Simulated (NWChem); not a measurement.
Species: Si₂H₅O cation

```xyz
8

Si     0.0035     1.6919    -0.0005
O      0.0286     0.1283    -0.0052
Si     0.0000    -1.6245    -0.0001
H     -1.3010     2.3811     0.0072
H      1.2877     2.4176    -0.0047
H      1.0739    -2.0048     0.9450
H     -1.3625    -1.9821     0.4549
H      0.2795    -1.9783    -1.4105
```
Atoms are numbered in this order, from 1.

All runs: NWChem. All runs use the structure optimised with PBE0/def2-SVP. Level: M06-2X/def2-SVP with SMD (1 M gas to 1 M solution), gas-phase geometry. Reactions with the solvent are ignored.

**Question.** Predict the results for solvent acetone. Quantities: solvation free energy (kcal/mol); cavity-dispersion-structure term (kcal/mol).

**Answer.** The solvation free energy (kcal/mol) comes out as -54.9 and the cavity-dispersion-structure term (kcal/mol) comes out as -0.5.
